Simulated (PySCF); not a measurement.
# TDDFT excited states: C6H12O

Species: C6H12O.
InChI=1S/C6H12O/c1-3-5-7-6-4-2/h3H,1,4-6H2,2H3

Method used: TDDFT CAM-B3LYP/def2-SVPD, vertical, gas phase, core orbitals frozen in the response (PySCF). Isolated species at its GFN2-xTB geometry (one conformer only). Torsions of this conformer, `[CH2:1]=[CH:2][CH2:3][O:4][CH2:5][CH2:6][CH3:7]`: C1–C2–C3–O4 137°, C2–C3–O4–C5 179°, C3–O4–C5–C6 177°, O4–C5–C6–C7 -178°.

Task: List the vertical singlet excitations with oscillator strengths and describe the spectrum.

Result: 

| state | E (eV) | λ (nm) | ν̃ (cm⁻¹) | f | \|μ\| (D) | main configurations (H = HOMO, L = LUMO) |
| --- | --- | --- | --- | --- | --- | --- |
| S1 | 7.04 | 176.2 | 56750 | 0.090 | 1.84 | H→L (87%) |
| S2 | 7.25 | 171.0 | 58480 | 0.014 | 0.70 | H→L+1 (53%), H→L+2 (23%) |
| S3 | 7.61 | 163.0 | 61350 | 0.053 | 1.35 | H-1→L+1 (24%), H→L+2 (23%), H-1→L+2 (22%) |
| S4 | 7.77 | 159.5 | 62680 | 0.395 | 3.66 | H-1→L (87%) |
| S5 | 8.00 | 154.9 | 64550 | 0.023 | 0.87 | H→L+4 (48%), H→L+3 (18%) |
| S6 | 8.09 | 153.3 | 65250 | 0.0023 | 0.27 | H-4→L (57%), H-2→L (24%), H-6→L (9%) |
| S7 | 8.19 | 151.4 | 66060 | 0.015 | 0.70 | H-1→L+2 (22%), H→L+2 (20%), H→L+4 (16%) |
| S8 | 8.33 | 148.8 | 67200 | 0.026 | 0.91 | H-1→L+3 (22%), H-1→L+1 (17%), H→L+4 (10%) |

Triplets (Tamm–Dancoff): T1 4.48 eV, H-1→L (47%), H→L (44%); T2 6.91 eV, H→L (38%), H-1→L (29%), H→L+1 (13%); T3 7.16 eV, H→L+1 (42%), H→L+2 (20%), H-1→L (12%).

The lowest singlet lies at 7.04 eV (176 nm, vacuum ultraviolet) and is of moderate strength; its leading configuration is HOMO→LUMO (87%). The most intense listed level is S4 at 7.77 eV (160 nm, f = 0.395), 0.74 eV above S1. Löwdin shares by element: HOMO carbon 41% or more, oxygen 35% (atoms not listed hold the other 24%); LUMO carbon 71% or more, hydrogen 7% or more (atoms not listed hold the other 22%). Orbital energies (eV): HOMO-3 -10.92, HOMO-2 -10.50, HOMO-1 -9.25, HOMO -8.76, LUMO 1.33, LUMO+1 1.44, LUMO+2 1.76. The listed states span 1.30 eV, and the widest gap between neighbours is 0.36 eV (S2 to S3). Weighted by f, the mean energy of these states is 7.68 eV. No computed singlet lies in the visible range (380 to 750 nm); the lowest, at 176 nm, stands 3.77 eV above its violet end (3.26 eV). Only the lowest 8 singlets were computed, as vertical energies without vibronic structure.
